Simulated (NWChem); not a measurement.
## Ionisation of C₄H₅O₂

SMILES: CC(O)=C[C]=O
```xyz
11

C     -0.1404     2.2077     0.0000
C     -0.1101     0.7122     0.0000
O     -1.3144     0.1607     0.0000
C      1.0474    -0.0334     0.0000
C      0.9585    -1.4676     0.0000
O     -0.0397    -2.1499     0.0000
H     -0.6899     2.5665     0.8856
H      0.8703     2.6341     0.0000
H     -0.6899     2.5665    -0.8856
H     -1.2100    -0.8227     0.0000
H      2.0200     0.4561     0.0000
```
Charge 0, spin multiplicity 2.

Program: NWChem. Structure: optimised with UB3LYP/def2-SVP, a minimum by its harmonic frequencies. It is one conformer; others weren't searched.

Basis set: def2-SVP. The species with one electron less has spin multiplicity 1 and keeps the geometry of the parent. Δ marks differences of total energies (open shells unrestricted; coupled cluster on restricted open-shell references). −ε marks an orbital energy of the parent. That orbital need not have the symmetry of the hole or added electron in the Δ rows. That singlet is a closed-shell solution.

The correlated methods keep 6 core orbitals frozen. B3LYP has NWChem's definition, with VWN1-RPA local correlation. The structure started from a generated list of species. The unpaired electrons of the parent sit in orbitals of symmetry a' (Cs labels of the run); other states weren't searched. The stability of the SCF solutions was not checked. Open-shell Hartree-Fock references start from PBE0 orbitals.

Q: Order these methods by the first vertical ionisation energy they give, lowest first: −ε(alpha HOMO) of B3LYP, −ε(alpha HOMO) of PBE, −ε(alpha HOMO) of HF, ΔB3LYP.

A: −ε(alpha HOMO) of PBE (4.07 eV), −ε(alpha HOMO) of B3LYP (5.43 eV), ΔB3LYP (8.13 eV), −ε(alpha HOMO) of HF (10.06 eV)
